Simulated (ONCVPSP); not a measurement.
# Scattering properties, ONCV potential for Tc

ONCVPSP 4.0.1 input, shortened (lines: element, Z, core and valence counts, functional; n l f; lmax; l rc ep ncon nbas qcut; lloc lpopt rc5 dvloc0; l nproj debl; icmod fcfact rcfact), Wu-Cohen, scalar-relativistic:

```
  Tc 43.00    6    4  -118130      upf
    1    0    2.00
    2    0    2.00
    2    1    6.00
    3    0    2.00
    3    1    6.00
    3    2   10.00
    4    0    2.00
    4    1    6.00
    4    2    5.50
    5    0    1.50
    2
    0    1.50    0.00    4    9    6.30
    1    1.35    0.00    4    8    4.90
    2    1.90    0.00    4    8    8.20
    4    4    1.15    6.00
    0    2    1.70
    1    2    2.50
    2    1    1.30
    3    1.50    1.30
```

The phase is arctan(r·R′/R) of the radial function R(r), unwrapped; energies in Ha, scanned from -4 to 5 Ha. A pole is an energy at which the radial function vanishes at the test radius. The pseudo phase is shifted by a multiple of π to meet the all-electron one at the reference energy, and phase errors are pseudo minus all-electron; the curves can meet again beyond the range given. Levels narrower than the energy grid can be missing from the lists of poles.

```json
{"channel": "s", "radius (bohr)": "1.53", "reference energy (Ha)": "-0.17", "poles, all-electron": "-1.72", "poles, pseudo": "-1.72", "unbroken range about the reference energy with phases within 0.05 rad": "the whole range", "phase error 1 Ha above the reference energy (rad)": "+0.000"}
{"channel": "p", "radius (bohr)": "1.37", "reference energy (Ha)": "-1.61", "poles, all-electron": "0.57", "poles, pseudo": "0.57", "unbroken range about the reference energy with phases within 0.05 rad": "below 4.8", "phase error 1 Ha above the reference energy (rad)": "-0.000"}
{"channel": "d", "radius (bohr)": "1.93", "reference energy (Ha)": "-0.20", "poles, all-electron": "0.59", "poles, pseudo": "0.59", "unbroken range about the reference energy with phases within 0.05 rad": "the whole range", "phase error 1 Ha above the reference energy (rad)": "-0.000"}
```

Phases in the s channel:

```csv
E (Ha),all-electron,pseudo
-3.98,0.665,0.666
-3.50,-0.109,-0.109
-3.02,-0.984,-0.984
-2.54,-1.340,-1.340
-2.06,-1.500,-1.499
-1.58,-1.594,-1.594
-1.10,-1.663,-1.663
-0.62,-1.722,-1.722
-0.14,-1.781,-1.781
0.34,-1.847,-1.847
0.82,-1.931,-1.931
1.30,-2.050,-2.050
1.78,-2.241,-2.240
2.26,-2.583,-2.579
2.74,-3.154,-3.144
3.22,-3.732,-3.721
3.70,-4.081,-4.074
4.18,-4.273,-4.267
4.66,-4.388,-4.384
```
